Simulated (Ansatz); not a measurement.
`C[Si](C)(C)O` and `C[Si](C)(O)P` differ in one atom or group.

Ansatz, PBE0-D4/def2-TZVP geometries, multiplicity 1. Each molecule was computed in one conformer, which needn't be the lowest.

```json
{"property": "LUMO energy (PBE0/def2-TZVPP) / eV", "`C[Si](C)(C)O`": "0.72"}
{"property": "LUMO energy (PBE/def2-TZVPP) / eV", "`C[Si](C)(C)O`": "-0.08"}
{"property": "HOMO energy (PBE/def2-TZVPP) / eV", "`C[Si](C)(C)O`": "-6.54"}
{"property": "HOMO–LUMO gap (ωB97M-V/def2-TZVPP) / eV", "`C[Si](C)(C)O`": "12.36"}
{"property": "size of the dipole moment (ωB97M-V/def2-TZVPP) / D", "`C[Si](C)(C)O`": "1.29"}
{"property": "HOMO–LUMO gap (B3LYP/def2-TZVPP) / eV", "`C[Si](C)(C)O`": "8.14"}
```

Task: What does the change do to each property? (Best estimate.)

Result: Ansatz gave: 
```json
{"property": "LUMO energy (PBE0/def2-TZVPP) / eV", "`C[Si](C)(O)P`": "0.39", "shift": "-0.33"}
{"property": "LUMO energy (PBE/def2-TZVPP) / eV", "`C[Si](C)(O)P`": "-0.46", "shift": "-0.38"}
{"property": "HOMO energy (PBE/def2-TZVPP) / eV", "`C[Si](C)(O)P`": "-6.03", "shift": "0.51"}
{"property": "HOMO–LUMO gap (ωB97M-V/def2-TZVPP) / eV", "`C[Si](C)(O)P`": "11.11", "shift": "-1.25"}
{"property": "size of the dipole moment (ωB97M-V/def2-TZVPP) / D", "`C[Si](C)(O)P`": "2.57", "shift": "1.28"}
{"property": "HOMO–LUMO gap (B3LYP/def2-TZVPP) / eV", "`C[Si](C)(O)P`": "7.01", "shift": "-1.13"}
```

With PBE0 the HOMO rises by 0.82 eV and the LUMO falls by 0.33 eV, so the gap narrows by about 1.15 eV. PBE moves the HOMO by 0.51 eV and ωB97M-V by 1.04 eV. The zero-point energy changes by -49.3 kJ/mol with -3 modes. Dipoles are sizes alone; their direction can turn.

B3LYP here is the variant with VWN-RPA as its local correlation; programs differ in this.
